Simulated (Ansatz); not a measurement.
Species: NaF, charge 1, multiplicity 2. 
Geometry from a B3LYP-D3(BJ)/def2-TZVP (Ansatz, an electronic-structure program) optimisation:
```xyz
2

Na     0.0000     0.0000    -1.1237
F      0.0000     0.0000     1.3734
```
Charge +1, spin multiplicity 2.

Basis-set convergence of Hartree-Fock and CCSD(T) correlation energies (hartree) with Ansatz. Cores are frozen in the correlated levels unless marked. UHF or UKS for open shells. Spin-orbit coupling is left out. No relativistic terms.

| basis | functions | E(HF) | E(corr, CCSD(T)) |
|---|---|---|---|
| def2-SVP | 29 | -260.90443 | -0.15250 |
| def2-TZVPP | 63 | -261.08644 | -0.21354 |
| def2-QZVPP | 115 | -261.09755 | -0.23536 |

Extrapolating the two largest sets (X = 3 and 4) as X^-3: E(corr) = (64·(-0.23536) - 27·(-0.21354))/37 = -0.2513 Eh, an estimate of the basis-set limit. The largest set recovers 93.7 % of it, the smallest 60.7 %.
